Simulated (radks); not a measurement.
Values are calculated unless marked as measured or tabulated.
All-electron atom: Mo1.875+ in [Ar] 3d10 4s(up 1, down 0.125) 4p6 4d5 (fractional occupations, a model configuration).

Code: a radial shooting solver on a logarithmic mesh with Libxc functionals. Model: scalar-relativistic Kohn-Sham, r2SCAN, spin-polarised, spherical densities, finite nucleus; open shells are filled with parallel spins first (spin-orbit coupling, left out, can overturn this in heavy ions); meta-GGA in the generalised Kohn-Sham scheme; Fermi nuclear charge, rms radius 4.4091 fm.

Energy parts (hartree):
| part | energy |
|---|---|
| total | -4046.65752 |
| kinetic | 4172.48509 |
| electron-nucleus | -9724.67339 |
| Hartree | 1629.12035 |
| exchange-correlation | -123.58957 |

Orbitals (lengths in bohr, moments of r in powers of bohr; <r^-3> diverges for s and p1/2):
1s up: occ. 1; eigenvalue (hartree) -730.8168; <r^4> 7.224e-06; <r> 0.03517; <r^2> 0.001670
1s down: occ. 1; eigenvalue (hartree) -730.8107; <r^4> 7.224e-06; <r> 0.03517; <r^2> 0.001670
2s up: occ. 1; eigenvalue (hartree) -104.3023; <r^4> 0.001335; <r> 0.1536; <r^2> 0.02783
2s down: occ. 1; eigenvalue (hartree) -104.2648; <r^4> 0.001335; <r> 0.1536; <r^2> 0.02782
2p up: occ. 3; eigenvalue (hartree) -93.22661; <r^4> 0.0009594; <r> 0.1340; <r^2> 0.02193; <r^-3> 2552
2p down: occ. 3; eigenvalue (hartree) -93.19735; <r^4> 0.0009587; <r> 0.1339; <r^2> 0.02193; <r^-3> 2553
3s up: occ. 1; eigenvalue (hartree) -18.55652; <r^4> 0.06805; <r> 0.4277; <r^2> 0.2095
3s down: occ. 1; eigenvalue (hartree) -18.53729; <r^4> 0.06786; <r> 0.4278; <r^2> 0.2095
3p up: occ. 3; eigenvalue (hartree) -14.89380; <r^4> 0.07547; <r> 0.4297; <r^2> 0.2149; <r^-3> 426.4
3p down: occ. 3; eigenvalue (hartree) -14.87018; <r^4> 0.07505; <r> 0.4297; <r^2> 0.2147; <r^-3> 425.5
3d up: occ. 5; eigenvalue (hartree) -8.95586; <r^4> 0.08358; <r> 0.4151; <r^2> 0.2073; <r^-3> 56.33
3d down: occ. 5; eigenvalue (hartree) -8.91783; <r^4> 0.08238; <r> 0.4147; <r^2> 0.2065; <r^-3> 56.30
4s up: occ. 1; eigenvalue (hartree) -3.19212; <r^4> 2.883; <r> 1.106; <r^2> 1.384
4s down: occ. 0.125; eigenvalue (hartree) -2.97822; <r^4> 2.860; <r> 1.102; <r^2> 1.375
4p up: occ. 3; eigenvalue (hartree) -2.20710; <r^4> 4.582; <r> 1.224; <r^2> 1.710; <r^-3> 60.39
4p down: occ. 3; eigenvalue (hartree) -1.98667; <r^4> 4.581; <r> 1.220; <r^2> 1.702; <r^-3> 61.68
4d up: occ. 5; eigenvalue (hartree) -0.81807; <r^4> 19.08; <r> 1.656; <r^2> 3.246; <r^-3> 4.687
4d down: occ. 0; eigenvalue (hartree) -0.59479; <r^4> 25.37; <r> 1.717; <r^2> 3.566; <r^-3> 4.582

The highest occupied level is 4d up at -22.261 eV. Spin moment in Bohr magnetons: 5.875. The spin density at the nucleus is 115.0 e/bohr^3 (1s 1.0, 2s -1.2, 3s 2.0, 4s 113.2). The electron density at the nucleus is 9.25e+04 e/bohr^3 (large components only). Summed over all electrons, <r^2> = 31.99 bohr^2, which gives a Langevin (diamagnetic) susceptibility term of -25.3 x 10^-6 cm^3/mol.
